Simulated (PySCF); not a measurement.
This script is equivalent to a calculation on Hg⁺ (mercury, charge +1).

```python
from pyscf import gto, scf, dft, mp, cc
import basis_set_exchange as bse
txt = bse.get_basis("def2-TZVP", elements=["Hg"], fmt="nwchem", header=False)
cut = txt.index("\nECP")
mol = gto.M(atom="Hg 0 0 0", charge=1, spin=1, symmetry="D2h",
            basis=gto.basis.parse(txt[:cut]),
            ecp={"Hg": gto.basis.parse_ecp(txt[cut:])})
mf = dft.UKS(mol, xc="M06L")
mf.irrep_nelec = {'Ag': (4, 3), 'B1g': (1, 1), 'B2g': (1, 1), 'B3g': (1, 1), 'B1u': (1, 1), 'B2u': (1, 1), 'B3u': (1, 1)}
mf.kernel()
```

**Question.** What total energy does it give?

**Answer.** -153.247 hartree (calculated).

**Question.** Which occupied shell lies highest, and where?

**Answer.** 6s α, at -14.562 eV.

**Question.** What is ⟨S²⟩, and what would a pure spin state give?

**Answer.** 0.751, against 0.75.

Energies and moments cover only the electrons outside the core potential. Spin-orbit coupling, which splits the p, d and f shells strongly at this Z, is absent.
